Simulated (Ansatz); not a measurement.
Isolated molecules relaxed with PBE0-D4/def2-TZVP in Ansatz; ΔE leaves out vibrations. CBS: MP2 limit from def2 TZ/QZ plus the TZ coupled-cluster correction, frozen cores. This one scheme is used for every species. Functionals use def2-TZVPP. For Zn outer-core shells are correlated without core-valence functions, which leaves a few kJ/mol of doubt a bond. Scalar relativity is left out up to krypton. One conformer a species, not always the lowest.

Reaction (cleavage of the B–Zn bond): `C[B](C)[ZnH]` + `C=C=N` → `C=C=NB(C)C` + `[ZnH2]`

```
       species  PBE energy (Eh)
`C[B](C)[ZnH]`      -1884.24675
       `C=C=N`       -132.60314
  `C=C=NB(C)C`       -236.61678
      `[ZnH2]`      -1780.28950
```

Work out ΔE.

ΔE = (-236.61678) + (-1780.28950) − (-1884.24675) − (-132.60314) = -0.05639 Eh = -148.1 kJ/mol. CCSD(T)/CBS gives -147.3 kJ/mol.

Largest T1 diagnostic among the species: 0.016.

From PBE to PBE0 (25 % exact exchange), in def2-TZVPP and without D4, ΔE moves by −3.0 kJ/mol. In def2-TZVPP, CCSD(T) changes the Hartree–Fock value by +12.0 kJ/mol (the triples alone add +0.1 kJ/mol) and MP2 by +4.6 kJ/mol.
